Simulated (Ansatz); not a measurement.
Two isomers of CH5BOSi: A = `B1OC[SiH2]1`, B = `O=CB[SiH3]`.

Calculated with Ansatz (gas phase, PBE0-D4/def2-TZVP geometries, no zero-point term in ΔE). CCSD(T)/CBS adds triple-zeta CCSD(T) − MP2 to the extrapolated MP2 energy (def2 sets, frozen cores). DFT in def2-TZVPP. B3LYP here is the variant with VWN-RPA as its local correlation; programs differ in this. Each species was taken in one conformer, which may not be the lowest.

A:

```xyz
9

B     0.116    1.412   -0.158
O    -1.110    0.864    0.038
C    -0.898   -0.577    0.161
Si    1.001   -0.404   -0.073
H     0.250    2.591   -0.294
H    -1.264   -0.908    1.135
H    -1.463   -1.087   -0.621
H     1.819   -0.823    1.099
H     1.548   -1.068   -1.288
```

B:

Z-matrix (Å, degrees):
```
Si
B 1 2.010
H 1 1.487 2 112.8
H 1 1.487 2 111.7 3 123.1
H 1 1.493 2 107.1 3 -118.9
C 2 1.533 1 121.3 3 2.9
H 2 1.195 1 121.8 3 -169.5
O 6 1.223 2 97.6 1 -85.3
H 6 1.103 2 140.3 1 95.3
```

Problem. Which isomer does CCSD(T)/CBS put lower? Give the gap. (Estimate.)

Solution. Computed: A, by 33.1 kcal/mol.

Problem. Give E(B) − E(A) in kcal/mol with HF/def2-TZVPP, PBE-D4, B2PLYP, PBE0-D4, LDA (SPW92), B3LYP-D4, B3LYP. (An estimate is asked.)

Solution. Ansatz gave: HF/def2-TZVPP 28.8, PBE-D4 29.5, B2PLYP 30.3, PBE0-D4 33.1, LDA (SPW92) 36.2, B3LYP-D4 29.3, B3LYP 29.0. None reverses the order clearly.

Problem. Does the order hold for the free energy at 298.15 K (harmonic terms from PBE0-D4)? (Best estimate.)

Solution. The calculation gave: Yes: G(B) − G(A) = +27.4 kcal/mol, for one conformer each.

Largest T1 diagnostic: 0.021.

From r2SCAN to r2SCAN0 (25 % exact exchange), in def2-TZVPP and without D4, E(B) − E(A) moves by +3.2 kcal/mol. At CCSD(T), def2-SVP lies −3.3 kcal/mol from the extrapolated value and def2-TZVPP −1.0 kcal/mol.
